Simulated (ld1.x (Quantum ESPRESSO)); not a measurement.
**Ranking TM potentials for platinum (Pt)**

All share these settings but for the change named:

Pt (Z = 78), norm-conserving Troullier–Martins (Kleinman–Bylander form), made with ld1.x (Quantum ESPRESSO) 7.5 (PBE, scalar-relativistic). Core [Kr] 4d10 4f14, reference 5s2 5p6 5d7 6s0 6p0 (charge +3). Waves: 5p (bound): rc 1.00 bohr; 5d (bound): rc 2.05 bohr; 5s (bound): rc 1.10 bohr. Local part: the s channel. Core correction: a·sin(br)/r model core, default radius (core density twice the valence density).

Cutoff: the first of the cutoffs (Ry, on a coarse ladder) from which the occupation-weighted sum of valence levels, in a spherical-Bessel basis at the reference potential, stays within 10 and 1 mRy of its value at 400 Ry; the density cutoff is not measured.

The base gives 160 Ry.

Of 11 variants that were run, those that failed, showed a ghost or another fault, or gave nearly equal values are left out.

A variant can come out equal or close to the base.

Problem. Rank these variants from softest to hardest (loose cutoff).
A. reference 5s2 5p6 5d9 6s0 6p0
B. wave 5p (bound): rc 1.00 bohr becomes 5p (bound): rc 1.32 bohr
C. all radii but the core radius scaled by about 0.92 (s 1.02, p 0.92, d 1.88 bohr)
D. core [Xe] 4f14, valence charge 10; reference 5d8 6s2 6p0; waves now 6s (bound): rc 1.95 bohr; 5d (bound): rc 2.10 bohr; 6p (bound): rc 3.25 bohr; local potential the p channel; core correction none

Solution. D (40 Ry), B (140 Ry), A (160 Ry), C (230 Ry).
